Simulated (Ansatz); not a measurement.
Born–Oppenheimer molecular dynamics of a periodic cell of 32 atoms, H2CO (contents 8 H2CO, density as packed 0.91 g/cm³ with natural masses). It starts from a partly relaxed structure (largest force component 0.25 eV/Å).

All numbers below come from DFT PBE-D3(BJ), scalar-relativistic, plane waves, PAW in Ansatz. Settings: cutoff 420 eV, k mesh 1x1x1, fermi-dirac smearing 0.02 eV, no spin polarisation.

```yaml
ensemble: NVT, Langevin thermostat
time_step: 0.5 fs
steps_asked: 300
set_temperature: 300 K
friction: 0.02 /fs
seed: 140102
```

First frame:

```xyz
32
Lattice="7.6013 0.0000 0.0000 0.0000 7.6013 0.0000 0.0000 0.0000 7.6013" Properties=species:S:1:pos:R:3
O 6.889 6.441 7.527
C 7.462 7.279 6.862
H 8.261 7.939 7.282
H 7.221 7.459 5.788
O 0.137 3.232 2.016
C 0.293 2.048 1.815
H -0.547 1.384 1.504
H 1.284 1.548 1.942
O 4.279 2.589 4.705
C 4.730 2.687 3.583
H 4.324 3.398 2.837
H 5.588 2.061 3.256
O 4.066 4.600 0.789
C 4.104 5.204 -0.267
H 3.838 6.282 -0.319
H 4.376 4.710 -1.224
O 2.264 7.785 5.269
C 2.539 7.351 4.169
H 2.946 7.996 3.353
H 2.404 6.283 3.884
O 4.159 0.817 8.696
C 4.315 1.399 7.638
H 4.301 2.510 7.585
H 4.470 0.850 6.682
O 1.677 4.623 5.620
C 1.682 3.724 4.805
H 1.996 3.885 3.748
H 1.334 2.700 5.075
O 5.247 5.983 3.954
C 5.830 6.131 2.896
H 5.860 7.111 2.361
H 6.377 5.307 2.392
```

Task: What does the run give?

Result: The run went to its last step.

```json
{
  "steps done": "300",
  "time covered": "150 fs",
  "mean temperature over the second half": "254 K",
  "spread of the potential energy over the second half": "3.6 meV per atom",
  "mean potential energy of the second half above the start": "26.8 meV per atom"
}
```

The mean temperature of the second half is 15 % below the set value. A run of 0.15 ps of so small a system gives no equilibrium averages. Limits of this set-up: coarse k mesh.

Task: What happens to the structure?

Result: Mean squared displacements from the first frame to the last, about the centre of mass: O 0.16 Å², C 0.16 Å², H 1.11 Å². Another seed would give other details.

Task: How do temperature and energy run in time?

Result: 
| time (fs) | T (K) | potential energy less start (eV) |
| --- | --- | --- |
| 0.0 | 291 | 0.000 |
| 12.5 | 256 | 0.311 |
| 25.0 | 259 | 0.616 |
| 37.5 | 269 | 0.921 |
| 50.0 | 266 | 1.084 |
| 62.5 | 229 | 1.278 |
| 75.0 | 272 | 1.006 |
| 87.5 | 245 | 0.959 |
| 100.0 | 229 | 0.838 |
| 112.5 | 226 | 0.783 |
| 125.0 | 264 | 0.801 |
| 137.5 | 274 | 0.704 |
| 150.0 | 286 | 0.710 |

Run time: 6.4 min on 1 thread of Intel(R) Xeon(R) 6975P-C (Granite Rapids), on a shared host, peak memory 0.53 GiB.
